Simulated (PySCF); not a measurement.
HOS, multiplicity 2. Atoms are numbered in the order given.

```xyz
3

S     -0.0986    -0.4595     0.0000
O      0.0479     1.0363     0.0000
H      1.1948    -0.9391     0.0000
```
Charge 0, spin multiplicity 2.

Coordinates come from a r2SCAN-D4/def2-TZVPD optimisation.

All values below come from ωB97X/def2-TZVPD run with PySCF.

Mulliken values depend strongly on the basis, most of all with diffuse functions as here. ESP charges are fitted to the potential on shells at 1.4 to 2.0 van der Waals radii. Atomic charges (e):

```csv
atom,meta-Löwdin,ESP fit,Mulliken spin
S1,0.59,0.14,0.55
O2,-0.63,-0.28,0.47
H3,0.04,0.14,-0.02
```
